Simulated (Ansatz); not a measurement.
A trace of molecular dynamics of ClGaH$_{6}$N$_{2}$O (11 atoms, charge 0, multiplicity 1).

These are results of Ansatz, RKS BLYP/def2-mTZVP, not measurements.

```json
{
 "ensemble": "NVE (velocity Verlet)",
 "starting velocities drawn for": "300 K",
 "seed": "5878"
}
```

```tsv
time (fs)	T (K)	potential energy less start (eV)	conserved less start (meV/atom)
0	300	0.000	0.00
4	211	0.105	0.05
8	157	0.167	0.09
12	156	0.169	0.10
16	119	0.212	0.11
20	214	0.100	0.04
24	179	0.142	0.04
28	132	0.196	0.06
32	154	0.171	0.05
36	77	0.261	0.12
40	149	0.177	0.08
44	154	0.170	0.06
48	103	0.230	0.05
52	149	0.176	0.03
56	93	0.242	0.10
60	126	0.203	0.11
64	178	0.142	0.05
68	131	0.197	0.03
72	162	0.161	0.01
76	128	0.201	0.08
80	102	0.231	0.13
84	178	0.142	0.07
88	165	0.157	0.03
92	170	0.151	0.02
96	178	0.143	0.05
100	110	0.223	0.12
```

Task: Is this trajectory sound?

Result: The conserved energy stayed within 0.13 meV per atom of its start (net change 0.12 meV per atom), so the integration is sound. A run of 0.1 ps of so small a system gives no equilibrium averages. The orbitals stay closed-shell, which can raise the energy where a bond breaks towards radicals; this wasn't checked here. The time step was 0.5 fs.

Time of the run: 4.7 min on 4 threads of Arm Neoverse V2 (shared host), peak memory 0.2 GiB.
